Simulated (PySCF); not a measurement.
Isomers of C7H11FS2, one GFN2-xTB conformer each. Single-point energies are computed at PBE0/pcSseg-1 (PySCF, gas phase, no added dispersion term), electronic only.

Problem. Rank them by PBE0/pcSseg-1 energy, lowest first (kJ/mol).
A. `[CH2:1]=[C:2]([CH3:3])[C:4]1([F:5])[CH2:6][S:7][CH2:8][S:9][CH2:10]1` with C1–C2–C4–F5 -158°, C2–C4–C6–S7 -168°, C4–C6–S7–C8 74°, C6–S7–C8–S9 -28°, S7–C8–S9–C10 -31°
B. `[CH3:1][S:2]/[C:3](=[CH:4]\[F:5])[C@@H:6]([CH3:7])[C:8]([CH3:9])=[S:10]` with C1–S2–C3–C4 -2°, S2–C3–C6–C7 120°, C3–C6–C8–C9 78°
C. `[CH2:1]=[CH:2][CH2:3][C@:4]1([F:5])[CH2:6][CH2:7][S:8][CH2:9][S:10]1` with C1–C2–C3–C4 123°, C2–C3–C4–F5 60°, C3–C4–C6–C7 172°, C4–C6–C7–S8 70°, C6–C7–S8–C9 -62°, C7–S8–C9–S10 64°

Solution. C (0.0), A (16.1), B (73.5).

As drawn, the highest has a C=S bond, which the lowest lacks. GFN2-xTB itself gives, in the same order: 0.0, 4.6, 49.2. Both levels put the same isomer lowest; measured from each level's own lowest isomer, the values differ by up to 24.3 kJ/mol (CS/C(=C\F)[C@@H](C)C(C)=S: 49.2 against 73.5).

Problem. Which frontier levels, dipoles and rotational constants go with these structures?

Solution. 
```csv
SMILES,"HOMO (eV, PBE0/pcSseg-1)",LUMO (eV),dipole (D),"A, B, C (MHz)"
C=CC[C@]1(F)CCSCS1,-6.41,-0.06,1.69,"1868, 643.8, 559.8"
C=C(C)C1(F)CSCSC1,-6.46,-0.20,1.27,"1552, 808.9, 639.2"
CS/C(=C\F)[C@@H](C)C(C)=S,-6.31,-2.00,2.31,"1497, 601.1, 550.5"
```
